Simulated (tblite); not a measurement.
CH2Br (doublet state).
Atom-mapped SMILES: `[CH2:1][Br:2]` (hydrogens: H3, H4 on C1)

Computed with GFN2-xTB (tblite), gas phase: L-BFGS steps from a force-field or distance-geometry start until the largest atomic force falls under 0.01 eV/Å.

Step 1: E = -194.5262 eV
```
atom  x, y, z in Å  |  force x, y, z in eV/Å
C1     -0.2175    0.0213    0.2572    0.251  -0.013  -1.214
Br2     1.6426   -0.1365   -0.0659   -0.824   0.071   0.277
H3     -0.7824   -0.8404   -0.1007    0.290   0.078   0.464
H4     -0.6324    0.9603   -0.1135    0.283  -0.136   0.472
```

Step 2: E = -194.5922 eV
```
atom  x, y, z in Å  |  force x, y, z in eV/Å
C1     -0.2086    0.0211    0.2075    0.231  -0.083  -0.359
Br2     1.6092   -0.1336   -0.0547    0.096  -0.005   0.108
H3     -0.7700   -0.8360   -0.0816   -0.195  -0.492   0.139
H4     -0.6204    0.9532   -0.0940   -0.133   0.579   0.112
```

Step 3: E = -194.6048 eV
```
atom  x, y, z in Å  |  force x, y, z in eV/Å
C1     -0.2042    0.0200    0.1927   -0.035  -0.005  -0.305
Br2     1.6049   -0.1332   -0.0511    0.307  -0.024   0.065
H3     -0.7704   -0.8423   -0.0759   -0.170  -0.403   0.124
H4     -0.6200    0.9602   -0.0886   -0.102   0.432   0.116
```

**Question.** Estimate the geometry and energy of step 4. (The exact step hangs on the optimiser's Hessian estimate; all steps are aligned on step 3, rigid shifts and turns removed.)

**Answer.** E = -194.6292 eV, largest force 0.527 eV/Å
```
atom  x, y, z in Å  |  force x, y, z in eV/Å
C1     -0.1994    0.0187    0.1483   -0.474   0.074  -0.219
Br2     1.6046   -0.1330   -0.0410    0.478  -0.040   0.008
H3     -0.7746   -0.8654   -0.0585   -0.010   0.001   0.101
H4     -0.6204    0.9843   -0.0717    0.005  -0.034   0.110
```

The energy changes by -0.0244 eV. The first-order estimate −F·Δx gives -0.0386 eV and the mean of the old and new forces, exact on a quadratic surface, -0.0243 eV. The step makes an angle of 37° with the force vector and moves no atom by more than 0.045 Å.

The cost below is that of the whole relaxation. Time: under 0.1 s wall. Hardware: one thread of an AMD EPYC 7R43 (shared host).
